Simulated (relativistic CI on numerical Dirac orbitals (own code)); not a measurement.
Ba X: sensitivity of the levels to the model

Base calculation: Dirac-Coulomb-Breit CI, KLI orbitals optimised for each configuration, model QED (radiative potential, 1s self-energy scaled to tabulated hydrogen-like ionisation energies), unscaled Slater integrals.

CI space (outside the closed core [Kr]): 4d¹⁰5s, 4d¹⁰5p, 4d¹⁰4f, 4d¹⁰5d, 4d¹⁰5f, 4d¹⁰5g, 4d⁹5s4f, 4d¹⁰6s, 4d⁹5s², 4d¹⁰6p, 4d¹⁰6d, 4d⁹5s5p. Double excitations out of closed p, d and f shells are left out; levels of such configurations are missing from the list, as are those of other unlisted configurations, and high levels can miss mixing partners.

Variants: (1) non-relativistic limit. Shifts of the energy above 4d¹⁰5s ²S1/2, in cm⁻¹, for the lowest level and the first level of each name with at least 55 % of one term (blank where a level changes its place among those of its configuration and J or its character, or is not in the variant):

```
        Level    Base    Δ(1)
 4d¹⁰5s ²S1/2       0       0
4d¹⁰5p ²P°1/2  133479   -8622
4d¹⁰5p ²P°3/2  159911  -35053
4d¹⁰4f ²F°5/2  220036  -51731
4d¹⁰4f ²F°7/2  221347  -53042
 4d¹⁰5d ²D3/2  376610  -37897
 4d¹⁰5d ²D5/2  380996  -42284
 4d¹⁰6s ²S1/2  515948  -23284
4d¹⁰6p ²P°1/2  574680  -26185
4d¹⁰6p ²P°3/2  585621  -37127
 4d⁹5s² ²D5/2  604952  +65655
4d¹⁰5f ²F°5/2  612932  -41985
4d¹⁰5f ²F°7/2  613632  -42685
 4d⁹5s² ²D3/2  626287  +44320
```

At this charge transitions that keep the count of f electrons are usually good to a few per cent. Levels and lines within the n = 5 or 6 shells can be off by up to 10 % or somewhat more, and those that change n by about 2 %, since core polarisation is missing. Levels that differ in their count of f electrons can be misplaced by several ten thousand cm⁻¹, since the correlation energy of f electrons is missing or only estimated; rates across such gaps can be off by orders of magnitude.

Ionisation energy from one configuration of each of the two ions, the ground ones as tabulated or assumed: base 144.609 eV. The NIST ASD value (semi-empirical) is 146.52 ± 0.12 eV.

LS names give the leading component of a level, which can be under half, so a name can repeat, a term be missing and a line seem to break the LS rules.
